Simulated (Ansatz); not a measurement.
`C[NH][Sn]([F])([F])[F]` + H₂Se → `[F][Sn]([F])([F])[SeH]` + CH₃NH₂ at 600 K and 1 bar (ligand exchange at the Sn–N bond).

Calculated with Ansatz (gas phase, PBE0-D4/def2-TZVP geometries, no zero-point term in ΔE). CCSD(T)/CBS is the MP2 limit (def2-TZVPP, def2-QZVPP) plus CCSD(T) − MP2 in def2-TZVPP, frozen cores. Elements past krypton have def2 core potentials. For Se, Sn outer-core shells are correlated without core-valence functions, which leaves a few kJ/mol of doubt a bond. Scalar relativity is left out up to krypton. Each species was taken in one conformer, which may not be the lowest.

```tsv
species	CCSD(T)/CBS energy (Eh)	H − E (kJ/mol)	S (J/(mol·K))
`C[NH][Sn]([F])([F])[F]`	-608.66493	226.7	501.6
H₂Se	-2401.89790	57.0	244.8
`[F][Sn]([F])([F])[SeH]`	-2914.83827	93.9	472.9
CH₃NH₂	-95.75281	199.3	283.8
```

H − E and S are ideal-gas, rigid-rotor, harmonic terms from PBE0-D4/def2-TZVP, for one conformer and one mirror image of each species. 1 Eh = 2625.50 kJ/mol, R = 8.31446 J/(mol·K).

Task: By hand: ΔE, ΔH, ΔS and ΔG.

Result: ΔE = (-2914.83827) + (-95.75281) − (-608.66493) − (-2401.89790) = -0.02825 Eh = -74.2 kJ/mol. Δ(H − E) = 93.9 + 199.3 − 226.7 − 57.0 = 9.5, so ΔH = -64.7 kJ/mol. ΔS = 472.9 + 283.8 − 501.6 − 244.8 = 10.3 J/(mol·K). ΔG = -64.7 − 600 × (10.3)/1000 = -70.9 kJ/mol.

Task: By hand: the equilibrium constant, and the temperature at which ΔG would vanish if ΔH and ΔS stayed fixed.

Result: log₁₀ K = −ΔG/(RT ln 10) = 6.2. ΔH and −TΔS have one sign here, so there is no such temperature.

The number of gas molecules stays the same, so ΔS is small and ΔH decides. A doubt of 5 kJ/mol in ΔE shifts log₁₀ K by 0.4 here. Other conformers and mirror images would add mixing entropy, several J/(mol·K) or more a flexible species. Modes under 60 cm⁻¹, often nearly free rotors, make the harmonic entropy too high. These are equilibria of isolated gas molecules and say nothing of rates. Largest T1 diagnostic: 0.014 (customary marks: 0.02 for closed shells, 0.045 for open ones).

ΔS is within the doubt of such terms, so its sign, and with it that verdict, could turn.
